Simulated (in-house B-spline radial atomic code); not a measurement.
A run on the boron ion B²⁺ (an excited or competing configuration) that did not converge. Method: scalar-relativistic (X2C) TPSS, spin-polarised, spherical fractional occupations, Fermi nucleus of rms radius 2.406 fm; computed with a B-spline radial code for spherical atoms. In the input, 2p2,3 would mean two up and three down electrons.

Command:
```bash
python run_scf.py task.json out
```
Settings (nuclear radius in fm, mass in u):
```
Z                5
configuration    1s2 3s0,1
hamiltonian      x2c
method           tpss,tpss
spin_polarised   True
nucleus          fermi
rms_radius       2.406
atomic_mass      11.00931
speed_of_light   137.035999084
```

First and last ten iterations of the last attempt (damped for 15 steps, keeping 80 % of the old Fock matrix, then DIIS):
```
 iter        energy (Eh)    residual
    1         -22.639166    6.63e-02
    2           9.872608    1.77e+00
    3           9.675301    1.77e+00
    4           9.492629    1.76e+00
    5           9.311180    1.76e+00
    6           9.121757    1.75e+00
    7           8.918092    1.75e+00
    8           8.694797    1.74e+00
    9           8.446805    1.73e+00
   10           8.166975    1.72e+00
  111          20.888345    4.63e+00
  112          25.525996    4.62e+00
  113          21.028210    4.62e+00
  114          21.164153    4.64e+00
  115          20.669762    4.56e+00
  116         -11.703708    5.87e-01
  117          10.684126    7.94e-01
  118          10.886201    8.22e-01
  119          11.147073    7.67e-01
  120          12.856747    1.01e+00
 not converged after 120 iterations
```

The smallest residual met was 6.6e-02; the threshold is about 1e-07. No energy from this run should be used. Time taken, with all properties: 1.3 s on 1 thread of Arm Neoverse V1, on a shared host.
